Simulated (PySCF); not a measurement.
# Orbital picture of ZrBr⁺

PBE0 at R = 2.385 Å; Zr def2-TZVPPD with ECP28, Br def2-TZVPPD; scalar-relativistic core potentials (PySCF 2.14). State: ³Σ⁻ (triplet), unpaired electrons δ ↑↑, a second solution, started from another occupation. Only the outer orbitals are listed, counted within each symmetry, core potentials removing the inner ones.

```
spin  orbital  occ.  ε (eV)  on Zr (%)   main shells (%)
   α       9σ     1  -25.96          5           95 Br s
   α      10σ     1  -14.64         24  73 Br p, 14 Zr d
   α       5π     1  -13.72         14  85 Br p, 12 Zr d
   α       5π     1  -13.72         14  85 Br p, 12 Zr d
   α       2δ     1  -10.40        100          100 Zr d
   α       2δ     1  -10.40        100          100 Zr d
   α      11σ     0   -8.62        100  68 Zr s, 32 Zr d
   α       6π     0   -7.61         88  84 Zr d, 10 Br p
   α       6π     0   -7.61         88  84 Zr d, 10 Br p
   β       4π     1  -38.82        100          100 Zr p
   β       4π     1  -38.82        100          100 Zr p
   β       9σ     1  -26.05          5           95 Br s
   β      10σ     1  -14.60         21  76 Br p, 12 Zr d
   β       5π     1  -13.73         11   89 Br p, 8 Zr d
   β       5π     1  -13.73         11   89 Br p, 8 Zr d
   β      11σ     0   -7.21        101  82 Zr s, 17 Zr d
   β       6π     0   -6.74         90           88 Zr d
   β       6π     0   -6.74         90           88 Zr d
```

Question: Which are the highest filled and the lowest empty level, where do they sit, and how wide is the gap?

Answer: Highest filled α 2δ at -10.40 eV (in %: 100 Zr d); lowest empty α 11σ at -8.62 eV (in %: 68 Zr s, 32 Zr d); the gap at PBE0 is 1.78 eV.

```json
{"bond order (Mayer)": "1.66", "⟨S²⟩": "2.009", "charge on Zr (Mulliken, basis-dependent)": "1.00", "charge on Zr (Löwdin, basis-dependent)": "0.56", "dipole moment (positive dipole points towards Br; it is taken about the centre of mass and depends on that origin)": "-7.68 D"}
```

Shares are Mulliken populations and can fall outside 0 to 100 %.

Spin–orbit coupling is left out.
